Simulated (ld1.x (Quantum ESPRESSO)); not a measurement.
Pseudopotential generation for boron (B): TM, Wu–Cohen, scalar-relativistic.

- Element: boron (B)
- Generator: ld1.x (Quantum ESPRESSO) 7.5
- Type: norm-conserving Troullier–Martins (Kleinman–Bylander form)
- Functional: Wu–Cohen
- Relativity: scalar-relativistic
- Frozen core: [He]
- Valence charge: 3
- Reference configuration: 2s2 2p0 (charge +1)
- Partial waves: 2s (bound): rc 1.40 bohr; 2p (bound, empty): rc 3.40 bohr; 3d channel at 0.46 Ry: rc 3.70 bohr
- Local potential: the d channel
- Core correction: none

- Cutoffs needed: 21 Ry and 55 Ry (the cutoffs (Ry, on a coarse ladder) from which the occupation-weighted sum of valence levels, in a spherical-Bessel basis at the reference potential, stays within 10 and 1 mRy of its value at 400 Ry)
- Ghost test: no extra level below or beside the all-electron valence levels (s, p, d, f tested) (spherical-Bessel basis up to 400 Ry, 20 bohr box)
- Largest excitation error: +219 meV (all-electron minus pseudo) for 2s0 2p3, out of 7 test configurations
